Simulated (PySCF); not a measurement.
Compound: C6H10O3.
Numbering: `[CH3:1][C:2](=[O:3])[O:4][C@@H:5]1[CH2:6][CH2:7][C@H:8]1[OH:9]`

Structure used (GFN2-xTB), in Å, numbered top down from 1:
```
atom  x, y, z in Å
C1     3.1438   -0.1135   -0.0214
C2     1.7142   -0.5683   -0.1237
O3     1.3123   -1.6616    0.1898
O4     0.9255    0.3984   -0.5969
C5    -0.4522    0.0699   -0.7332
C6    -1.3983    1.2635   -0.8870
C7    -2.3478    0.6078    0.1291
C8    -1.2107   -0.3392    0.5505
O9    -1.5537   -1.6792    0.6779
H10    3.2892    0.8016   -0.5862
H11    3.8017   -0.8995   -0.3829
H12    3.3768    0.0656    1.0266
H13   -0.5688   -0.6865   -1.5157
H14   -0.9405    2.1732   -0.5067
H15   -1.7884    1.4396   -1.8854
H16   -3.1519    0.0506   -0.3433
H17   -2.7514    1.2467    0.9086
H18   -0.6802    0.0294    1.4412
H19   -0.7294   -2.1895    0.6663
```

NICS is the negative of the GIAO shielding at a point without a nucleus: at the ring centre (0) and 1 Å above and below it (1); zz is the component along the ring normal. Level: GIAO PBE0/pcSseg-1 (PySCF, non-relativistic, gas phase) on the GFN2-xTB geometry, one conformer.

Ring bond lengths (Å), with Mayer bond orders in brackets: C5–C6 1.531 (1.04), C6–C7 1.538 (1.05), C7–C8 1.539 (1.03), C8–C5 1.546 (1.00).

Q: Give the NICS values of each ring in ppm.

A: 
```json
{"ring": "C5–C6–C7–C8", "type": "4-membered carbocycle; formal bonds all single", "NICS(0)": "-3.9", "NICS(1), two faces": "-2.0 / -2.4", "NICS(1)zz, two faces": "1.9 / 1.8", "rms pucker (Å)": "0.10", "centre to ring atoms, mean (Å)": "1.08"}
```

Q: What do they say, and how far can they be read as aromaticity?

A: 
- C5–C6–C7–C8: mean NICS(1)zz 1.9 ppm, near zero. C5, C6, C7, C8 have four or more neighbours; no verdict on aromaticity is drawn.

On Arm Neoverse N1, one thread, no GPU (shared host), this took 62 s of wall time. This is the whole shielding run at PBE0/pcSseg-1, SCF included.
